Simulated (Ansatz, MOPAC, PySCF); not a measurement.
CH4 (SMILES C) and CH3Cl (SMILES CCl) are pulled apart as rigid monomers along the line of their centres of mass, from the B3LYP-D3(BJ)/def2-TZVP minimum. Starting geometry (charge 0, multiplicity 1):
| atom | x (Å) | y (Å) | z (Å) |
|---|---|---|---|
| C | -0.0214 | 0.0355 | -0.0952 |
| H | 0.4119 | 0.5722 | 0.7471 |
| H | -1.1086 | 0.0795 | -0.0370 |
| H | 0.3077 | 0.4917 | -1.0277 |
| H | 0.3016 | -1.0049 | -0.0701 |
| C | -0.8227 | -0.5867 | 3.4184 |
| Cl | 0.4348 | 0.6356 | 3.8003 |
| H | -1.1411 | -1.0486 | 4.3478 |
| H | -1.6539 | -0.0813 | 2.9367 |
| H | -0.3892 | -1.3245 | 2.7509 |

Interaction energies with rigid monomers; basis-set methods are counterpoise corrected unless marked otherwise.

Frozen-core correlation. Rows in 6-311+G** carry no dispersion term and start afresh at each structure. The state that PM6 reach isn't checked.

Programs: Ansatz (a quantum-chemistry and plane-wave program); MOPAC for PM6 (differences of heats of formation); PySCF for 6-311+G** rows, the dispersion terms. 

```json
[
 {"H2···Cl7 (Å)": "2.75", "PM6 (kJ/mol)": "-1.9", "PBE-D3(BJ)/def2-TZVPPD (kJ/mol)": "-3.1", "B3LYP/6-311+G** (no counterpoise) (kJ/mol)": "4.8", "PBE0/def2-TZVPPD (kJ/mol)": "1.9", "SCS-MP2/aug-cc-pV(D+d)Z (kJ/mol)": "1.3"},
 {"H2···Cl7 (Å)": "3.05", "PM6 (kJ/mol)": "-2.1", "PBE-D3(BJ)/def2-TZVPPD (kJ/mol)": "-5.0", "B3LYP/6-311+G** (no counterpoise) (kJ/mol)": "1.1", "PBE0/def2-TZVPPD (kJ/mol)": "-0.9", "SCS-MP2/aug-cc-pV(D+d)Z (kJ/mol)": "-1.9"},
 {"H2···Cl7 (Å)": "3.51", "PM6 (kJ/mol)": "-1.0", "PBE-D3(BJ)/def2-TZVPPD (kJ/mol)": "-4.1", "B3LYP/6-311+G** (no counterpoise) (kJ/mol)": "0.0", "PBE0/def2-TZVPPD (kJ/mol)": "-1.4", "SCS-MP2/aug-cc-pV(D+d)Z (kJ/mol)": "-2.1"},
 {"H2···Cl7 (Å)": "4.27", "PM6 (kJ/mol)": "-0.3", "PBE-D3(BJ)/def2-TZVPPD (kJ/mol)": "-1.8", "B3LYP/6-311+G** (no counterpoise) (kJ/mol)": "-0.1", "PBE0/def2-TZVPPD (kJ/mol)": "(withheld)", "SCS-MP2/aug-cc-pV(D+d)Z (kJ/mol)": "-1.0"},
 {"H2···Cl7 (Å)": "5.50", "PM6 (kJ/mol)": "(withheld)", "PBE-D3(BJ)/def2-TZVPPD (kJ/mol)": "-0.4", "B3LYP/6-311+G** (no counterpoise) (kJ/mol)": "-0.1", "PBE0/def2-TZVPPD (kJ/mol)": "-0.1", "SCS-MP2/aug-cc-pV(D+d)Z (kJ/mol)": "-0.3"}
]
```

Fill in the missing entries.


- 4.27, PBE0/def2-TZVPPD (kJ/mol): -0.6
- 5.50, PM6 (kJ/mol): -0.1
